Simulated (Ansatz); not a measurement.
`C#[C][InH2]`, charge 0, multiplicity 1.

Task: Give a relaxed structure at PBE0-D4/def2-TZVP (Ansatz). (An estimate is asked.)

Result: The calculation gave: 
Cartesian coordinates in Å:
```
C 0.3583 -0.3816 -1.8650
C 0.1348 -0.1429 -0.6998
In -0.2533 0.2700 1.3194
H 0.5552 -0.5917 -2.8919
H -0.8930 -1.0068 2.2655
H 0.0979 1.8530 1.8718
```
Point group C2v.
